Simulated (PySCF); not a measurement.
# Towards the basis-set limit for GeSe

State: ¹Σ⁺, singlet, closed shell. De refers to Ge + Se. RHF-based CCSD(T) in PySCF 2.14 with Ge cc-pwCVDZ-PP with ECP10, Se aug-cc-pVDZ-PP with ECP10 and Ge cc-pwCVTZ-PP with ECP10, Se aug-cc-pVTZ-PP with ECP10 (frozen core orbitals: 13; scalar-relativistic core potentials). Correlation energies are extrapolated as n⁻³ (n = 2, 3), Hartree–Fock as (n+1)·exp(−9√n). CV is the change on freezing 8 orbitals instead, in Ge cc-pwCVTZ-PP with ECP10, Se cc-pwCVTZ-PP with ECP10.

```
         Level  Re (Å)  ωe (cm⁻¹)  ωexe (cm⁻¹)  αe (cm⁻¹)  De (eV)
    CCSD(T)/DZ  2.1649      391.3        0.871   0.000284    4.702
    CCSD(T)/TZ  2.1475      399.3        0.847   0.000281    4.967
        HF/CBS  2.1150      439.9        0.720   0.000243    2.736
       MP2/CBS  2.1316      410.9        0.727   0.000268    5.225
      CCSD/CBS  2.1273      420.4        0.751   0.000259    4.738
   CCSD(T)/CBS  2.1426      402.4        0.841   0.000280    5.081
CCSD(T)/CBS+CV  2.1351      404.3        0.851   0.000284    5.138
```

Question: How much is left between CCSD(T)/TZ and the basis-set limit, and how much do the triples give at the limit?

Answer: CCSD(T)/CBS less CCSD(T)/TZ: -4.9 mÅ in Re, +3.1 cm⁻¹ in ωe and +0.114 eV in De. CCSD(T)/CBS less CCSD/CBS: +15.3 mÅ in Re, -18.0 cm⁻¹ in ωe and +0.343 eV in De.

Question: What do the later terms add?

Answer: CV: -7.5 mÅ in Re, +1.9 cm⁻¹ in ωe and +0.057 eV in De, each against the row above.

Measured (Huber and Herzberg, Constants of Diatomic Molecules (1979)): Re = 2.134629 Å, ωe = 408.7 cm⁻¹, ωexe = 1.36 cm⁻¹. The last row is off by 0.5 mÅ and -4.4 cm⁻¹.

The T1 diagnostic is 0.024, large enough to doubt a single reference. The open-shell atoms are computed with UHF. Spin–orbit coupling, excitations beyond (T) and corrections to the Born–Oppenheimer picture are left out.

The whole job (state search and all basis sets along the bond) took about 21 min on 4 threads of Intel Xeon 6975P-C (shared host), peak memory 8.5 GiB.
